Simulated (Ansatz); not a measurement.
Ansatz results at the PBE0-D4/def2-TZVP geometry: HOMO–LUMO gap (PBE/def2-TZVPP) 4.61 eV; HOMO–LUMO gap (PBE0/def2-TZVPP) 6.79 eV; HOMO energy (ωB97M-V/def2-TZVPP) -9.74 eV.

Each molecule was computed in one conformer, which needn't be the lowest.

**Question.** Which molecule gave them?
A. `N[SiH2][SiH](F)Br`
B. `[F][GeH]1[CH2][NH]1`
C. `F[SiH](Br)N[SiH3]`
D. `C1C[SiH2]1`

**Answer.** A. The others give `F[SiH](Br)N[SiH3]`: 5.95, 8.15, -10.48; `C1C[SiH2]1`: 5.30, 7.22, -9.09; `[F][GeH]1[CH2][NH]1`: 4.29, 6.51, -9.05.
